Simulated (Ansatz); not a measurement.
C2H5F3Si can be A, `CC[Si](F)(F)F`, or B, `C[SiH2]C(F)(F)F`.

Gas-phase electronic energies from Ansatz, PBE0-D4/def2-TZVP geometries. CBS: MP2 limit from def2 TZ/QZ plus the TZ coupled-cluster correction, frozen cores. Functionals use def2-TZVPP. B3LYP here is the variant with VWN-RPA as its local correlation; programs differ in this. One conformer a species, not always the lowest.

A:

```xyz
11

C    -1.041    0.276   -0.940
C    -0.527    0.016    0.477
Si    1.285   -0.264    0.564
F     1.726   -1.511   -0.300
F     1.772   -0.526    2.043
F     2.096    0.978    0.020
H    -2.121    0.436   -0.939
H    -0.832   -0.567   -1.601
H    -0.575    1.162   -1.377
H    -0.765    0.858    1.137
H    -1.019   -0.858    0.915
```

B:

Z-matrix (Å, degrees):
```
C
Si 1 1.859
H 1 1.092 2 110.6
H 1 1.092 2 110.6 3 -120.1
H 1 1.092 2 110.6 3 119.9
C 2 1.934 1 108.3 3 60.2
H 2 1.483 1 112.9 3 -56.8
H 2 1.483 1 112.9 3 177.2
F 6 1.345 2 112.8 1 180.0
F 6 1.349 2 111.8 1 -59.7
F 6 1.349 2 111.8 1 59.6
```

Task: Which is lower in electronic energy at CCSD(T)/CBS, and by how much? (Estimate.)

Result: Computed: A, by 606.0 kJ/mol.

Task: Give E(B) − E(A) in kJ/mol with BLYP-D4, HF/def2-TZVPP, MP2/def2-TZVPP, PBE-D4, B3LYP, LDA (SPW92), B2PLYP. (Best estimate.)

Result: The calculation gave: BLYP-D4 562.2, HF/def2-TZVPP 602.6, MP2/def2-TZVPP 619.3, PBE-D4 544.4, B3LYP 576.6, LDA (SPW92) 540.4, B2PLYP 593.6. None reverses the order clearly.

Task: Does the order hold for the free energy at 298.15 K (harmonic terms from PBE0-D4)? (An estimate is asked.)

Result: Computed: Yes: G(B) − G(A) = +586.0 kJ/mol, for one conformer each. Modes under 60 cm⁻¹, often nearly free rotors, make the harmonic entropy too high.

Largest T1 diagnostic: 0.012.

Leaving LDA and LC-ωPBE aside and taking each functional with its dispersion term where it has one, the values, not all of them listed here, spread over 54.5 kJ/mol, from PBE-D4 to BHLYP-D4. From PBE to PBE0 (25 % exact exchange), in def2-TZVPP and without D4, E(B) − E(A) moves by +21.4 kJ/mol.
